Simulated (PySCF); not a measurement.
Species: C3H3AlF2.
Bonds: F1–Al2, Al2–F3, Al2–C4, C4–C5 (double), C5–C6, C4–C6. Hydrogens: H7 on C5; H8, H9 on C6.

Computed by this run: PySCF 2.14.0, PBE0-D3(BJ)/def2-SVP geometry optimisation, gas phase; density fitting, grid level 1; the optimiser is geomeTRIC in internal coordinates, started from a GFN2-xTB structure with every atom displaced at random (about 0.01 Å).

Step 0: E = -15171.5993 eV
```
atom  x, y, z in Å  |  force x, y, z in eV/Å
F1      2.7241    1.6440   -0.1645    0.236   0.504  -0.049
Al2     1.8879    0.2435   -0.0117   -0.602   0.097  -0.011
F3      2.7799   -1.1148    0.1552    0.386  -0.587   0.064
C4     -0.0022    0.1602   -0.0244   -2.079   0.553  -0.111
C5     -1.2169    0.7225   -0.1159    2.286  -1.784   0.319
C6     -1.2647   -0.7422    0.0686    0.571   0.667   0.496
H7     -1.8005    1.5995   -0.2164   -0.591   1.056  -0.155
H8     -1.5033   -1.3729   -0.7761   -0.203  -0.465  -0.448
H9     -1.5452   -1.1570    1.0504   -0.005  -0.041  -0.105
```

Step 1: E = -15171.6655 eV
```
atom  x, y, z in Å  |  force x, y, z in eV/Å
F1      2.5969    1.7090   -0.1695   -0.022  -0.123   0.011
Al2     1.8891    0.2177   -0.0064    0.048  -0.054   0.003
F3      2.8975   -1.0909    0.1451   -0.086   0.147  -0.013
C4     -0.0040    0.0611   -0.0091    0.133   0.091   0.008
C5     -1.1349    0.7148   -0.1115   -0.459  -0.116   0.052
C6     -1.3006   -0.7467    0.0735    0.198   0.079  -0.075
H7     -1.6852    1.6525   -0.2240    0.231  -0.077  -0.020
H8     -1.5789   -1.3856   -0.7788   -0.042   0.043   0.028
H9     -1.6209   -1.1490    1.0458   -0.001   0.012   0.008
```

**Question.** Estimate the geometry and energy of step 2. (The exact step hangs on the optimiser's Hessian estimate; all steps are aligned on step 1, rigid shifts and turns removed.)

**Answer.** E = -15171.6715 eV, largest force 0.230 eV/Å
```
atom  x, y, z in Å  |  force x, y, z in eV/Å
F1      2.6043    1.7015   -0.1713   -0.012  -0.019   0.001
Al2     1.8843    0.2194   -0.0069    0.027  -0.030   0.002
F3      2.8959   -1.0813    0.1488   -0.031   0.026   0.000
C4     -0.0057    0.0638   -0.0083    0.037   0.110  -0.029
C5     -1.1429    0.7092   -0.1106   -0.172  -0.122   0.091
C6     -1.2970   -0.7492    0.0745    0.085   0.028  -0.061
H7     -1.6786    1.6495   -0.2260    0.089   0.043  -0.029
H8     -1.5859   -1.3768   -0.7814   -0.014  -0.033   0.024
H9     -1.6155   -1.1534    1.0465   -0.010  -0.002   0.000
```

The energy changes by -0.0061 eV. The first-order estimate −F·Δx gives -0.0091 eV and the mean of the old and new forces, exact on a quadratic surface, -0.0060 eV. The step makes an angle of 55° with the force vector and moves no atom by more than 0.012 Å.

The cost below is that of the whole optimisation. The run took 44 s on an AMD EPYC 7R43 with one thread, on a shared host, and the process peaked at 0.42 GiB of memory.
